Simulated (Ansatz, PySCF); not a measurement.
Caution: the highest occupied level lies above zero, so the state may not be bound. This triplet lies 0.32 eV above the relaxed singlet at the level frozen-core CCSD(T)/aug-cc-pVDZ // PBE0-D3(BJ)/def2-TZVPD (Ansatz, a first-principles code); other levels give the other order.

Cartesian coordinates (Å):
```xyz
6

O      2.2606    -0.4539     0.0790
Al     0.8939     0.4606    -0.5478
Al    -1.5127     0.0776     0.0890
H      3.1184    -0.1846    -0.2491
H     -2.6478     1.0153    -0.5860
H     -2.1076    -1.0266     1.1216
```
Charge -1, spin multiplicity 3.

Q: Predict the highest occupied spin orbital and total energy from PBE0-D3(BJ)/def2-TZVPD run with PySCF 2.14.0.

A: 
```
Item                                  Value
-----------------------------  ------------
highest occupied spin orbital       0.18 eV
total energy                   -561.6649 Ha
```
